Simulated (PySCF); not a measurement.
C₂H₈O₂Si, SMILES OC[Si@@H](O)C.

Geometry optimised at B3LYP-D3(BJ)/def2-SVP. The structure was generated by enumeration; whether it is a known compound was not checked. The values are those of a single conformer.

All values below come from TDA-PBE/def2-SVPD run with PySCF.

Vertical excitations. The molecule is in vacuum.

Give excitation energies, oscillator strengths and character. (An estimate is asked for; the answer gives what the named calculation found.)


```csv
state,energy (eV),λ (nm),f,main pairs
S1,5.19,239,0.009,HOMO→LUMO 99 %
S2,5.83,213,0.010,HOMO→LUMO+1 99 %
S3,6.28,197,0.008,HOMO→LUMO+2 99 %
S4,6.47,192,0.008,HOMO−1→LUMO 99 %
S5,6.74,184,0.010,HOMO→LUMO+3 93 %
S6,6.77,183,0.005,HOMO−2→LUMO 92 %
S7,7.15,173,0.038,HOMO−1→LUMO+1 97 %
S8,7.23,171,0.050,HOMO→LUMO+4 90 %
S9,7.33,169,0.009,HOMO→LUMO+5 87 %
S10,7.41,167,0.010,HOMO−2→LUMO+1 96 %
T1,5.03,246,0,HOMO→LUMO 99 %
T2,5.69,218,0,HOMO→LUMO+1 99 %
T3,6.07,204,0,HOMO→LUMO+2 99 %
T4,6.24,199,0,HOMO−1→LUMO 98 %
```
Triplets are in the Tamm–Dancoff approximation.
